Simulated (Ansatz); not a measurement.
The first iterations of a band of a periodic cell of 17 atoms, GaSi16 (host Si, host structure diamond, interstitial Ga).

Theory: DFT PBE-D3(BJ), scalar-relativistic, plane waves, PAW in Ansatz 0.2.0. Settings: PAW set soft_1, cutoff 420 eV, k mesh 2x2x2, gaussian smearing 0.02 eV, spin collinear.

```json
{
 "movable images": "7",
 "climbing image": "yes",
 "spring": "2.0 eV/Å²",
 "optimiser": "quadratic models (default)",
 "start path": "straight line",
 "force threshold": "0.05 eV/Å",
 "iteration limit": "27",
 "end points": "relaxed"
}
```

Image 0:

```xyz
17
Lattice="0.0000 5.4300 5.4300 5.4300 0.0000 5.4300 5.4300 5.4300 0.0000" Properties=species:S:1:pos:R:3
Si -0.016 -0.013 0.013
Si 1.354 1.360 1.327
Si 2.726 2.730 0.013
Si 4.070 4.073 1.357
Si 2.760 -0.048 2.666
Si 4.099 1.358 4.072
Si 5.414 2.729 2.701
Si 6.783 4.043 4.073
Si -0.055 2.767 2.664
Si 1.354 4.103 4.070
Si 2.726 5.417 2.700
Si 4.038 6.788 4.072
Si 2.760 2.764 5.478
Si 4.065 4.073 6.787
Si 5.374 5.380 5.480
Si 6.783 6.787 6.817
Ga 6.779 6.788 4.072
```

Image 8:

Only the atoms that move by more than 0.05 Å are listed.
```
Si2 1.309 1.310 1.306
Si4 4.124 4.126 1.305
Si5 2.716 -0.028 2.713
Si6 4.122 1.311 4.119
Si9 -0.029 2.717 2.714
Si10 1.309 4.125 4.121
Si12 4.087 6.775 4.085
Si13 2.715 2.717 5.458
Si15 5.431 5.432 5.428
Ga17 8.146 8.149 2.711
```

| iteration | highest image above the first end (eV) | largest band force component (eV/Å) |
| --- | --- | --- |
| 1 | 1.570 | 1.490 |
| 2 | 0.982 | 0.669 |

**Question.** Does the band converge within its limit, and where does its top end?

**Answer.** The forces met the threshold. It ended after 7 iterations with the highest image 0.733 eV above the first end. By the program's own check the climbing image is of a kind that is not told: the force calls were inconclusive, a negative curvature could not be distinguished from the path's own, the only one lies far off the path, or fixed occupations may fill a level only in part (lowest curvatures found: -3.32 and 0.22 eV/Å²). Limits of this set-up: coarse k mesh, a small cell, in which the defect meets its images.

Run time: 5 min on 2 threads of Arm Neoverse V2 (shared host), peak memory 1.8 GiB.
